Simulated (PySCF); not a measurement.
C₃H₇BO. Atoms are numbered in the order given.

```xyz
12

O      1.9268     0.1218    -0.2530
B      0.6144     0.0679     0.0471
C     -0.5454     1.1259    -0.1284
C     -1.4810    -0.1175    -0.1254
C     -0.4044    -1.0794     0.4584
H      2.3710    -0.7224    -0.1176
H     -0.6893     1.7377     0.7782
H     -0.5731     1.7956    -1.0008
H     -1.7558    -0.4096    -1.1507
H     -2.4121    -0.0259     0.4563
H     -0.5032    -1.1669     1.5540
H     -0.3390    -2.0965     0.0411
```

The structure is a stationary point at PBE0-D3(BJ)/def2-SVP. Other conformers were not sampled.

These are PySCF with PBE/pcSseg-1 values and carry that method's errors.

GIAO shieldings, no solvent; atoms listed in one row are averaged. δ = σ(ref) − σ: ¹⁷O against H2O (σ = 334.3 ppm); ¹¹B against BF3 (σ = 83.9 ppm); ¹³C against TMS (σ = 182.0 ppm); ¹H against TMS (σ = 31.49 ppm), references at their B3LYP-D3(BJ)/def2-TZVP geometries, non-relativistic.

Question: Estimate the chemical shifts. (Estimate from the structure and the level; the computed values follow.)

Answer: 
```json
[
 {"nucleus": "¹⁷O", "atoms": "O1", "count": "1", "δ (ppm)": "195.9"},
 {"nucleus": "¹¹B", "atoms": "B2", "count": "1", "δ (ppm)": "43.4"},
 {"nucleus": "¹³C", "atoms": "C3, C5", "count": "2", "δ (ppm)": "24.9"},
 {"nucleus": "¹³C", "atoms": "C4", "count": "1", "δ (ppm)": "17.2"},
 {"nucleus": "¹H", "atoms": "H6", "count": "1", "δ (ppm)": "5.78"},
 {"nucleus": "¹H", "atoms": "H10", "count": "1", "δ (ppm)": "2.32"},
 {"nucleus": "¹H", "atoms": "H9", "count": "1", "δ (ppm)": "1.70"},
 {"nucleus": "¹H", "atoms": "H7", "count": "1", "δ (ppm)": "1.70"},
 {"nucleus": "¹H", "atoms": "H8", "count": "1", "δ (ppm)": "1.63"},
 {"nucleus": "¹H", "atoms": "H11", "count": "1", "δ (ppm)": "1.57"},
 {"nucleus": "¹H", "atoms": "H12", "count": "1", "δ (ppm)": "1.37"}
]
```
